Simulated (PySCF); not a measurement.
Gas-phase reaction: SnBr2 + 2 Cl → SnCl2 + Br2

Energies from PySCF (xtb for GFN2), thermal terms from the rigid-rotor harmonic-oscillator model, ideal gas at 1 bar. † marks an energy on the PBE0/def2-TZVP geometry and frequencies; other levels use their own. MP2 and CCSD(T) freeze the core. Open shells (unrestricted): Cl (multiplicity 2, electronic degeneracy 6); the rest are closed-shell singlets. GFN2 has no spin-polarisation term. Spin-orbit splitting is ignored; it lowers the true energy and changes the entropy of Cl. B3LYP is the form with VWN-RPA correlation. Sn: scalar-relativistic def2 core potential, no spin-orbit coupling. Br: all electrons, no relativistic terms. MP2 isn't extrapolated to the basis-set limit; its ΔH°(298 K) is -233.6 kJ in def2-SVP and -295.4 kJ in def2-TZVPP. CCSD(T) isn't extrapolated to the basis-set limit; its ΔH°(298 K) is -227.2 kJ in def2-SVP and -275.4 kJ in def2-TZVPP. The harmonic model lacks anharmonicity and excited electronic states, which grow with temperature; levels with a mode under 35 cm⁻¹ are left out. Soft modes under 120 cm⁻¹ make the harmonic entropy rough for SnBr2, SnCl2.

```json
[
 {"level": "B3LYP/def2-TZVP†", "ΔE electronic, kJ": "-286", "ΔH°(298 K), kJ": "-286", "ΔS°(298 K), J/K": "-115", "ΔG°(600 K), kJ": "-216"},
 {"level": "BLYP/def2-TZVP†", "ΔE electronic, kJ": "-296", "ΔH°(298 K), kJ": "-296", "ΔS°(298 K), J/K": "-115", "ΔG°(600 K), kJ": "-227"},
 {"level": "CCSD(T)/def2-TZVPP†", "ΔE electronic, kJ": "-275", "ΔH°(298 K), kJ": "-275", "ΔS°(298 K), J/K": "-115", "ΔG°(600 K), kJ": "-206"},
 {"level": "GFN2-xTB", "ΔE electronic, kJ": "-321", "ΔH°(298 K), kJ": "-321", "ΔS°(298 K), J/K": "-112", "ΔG°(600 K), kJ": "-253"},
 {"level": "MP2/def2-SVP†", "ΔE electronic, kJ": "-233", "ΔH°(298 K), kJ": "-234", "ΔS°(298 K), J/K": "-115", "ΔG°(600 K), kJ": "-164"},
 {"level": "PBE/def2-SVP", "ΔE electronic, kJ": "-316", "ΔH°(298 K), kJ": "-317", "ΔS°(298 K), J/K": "-114", "ΔG°(600 K), kJ": "-248"},
 {"level": "PBE/def2-TZVP†", "ΔE electronic, kJ": "-324", "ΔH°(298 K), kJ": "-324", "ΔS°(298 K), J/K": "-115", "ΔG°(600 K), kJ": "-255"},
 {"level": "LDA/def2-TZVP†", "ΔE electronic, kJ": "-393", "ΔH°(298 K), kJ": "-393", "ΔS°(298 K), J/K": "-115", "ΔG°(600 K), kJ": "-324"}
]
```
ΔH° is lowest at LDA/def2-TZVP† and highest at MP2/def2-SVP†. No reference value is set beside these.
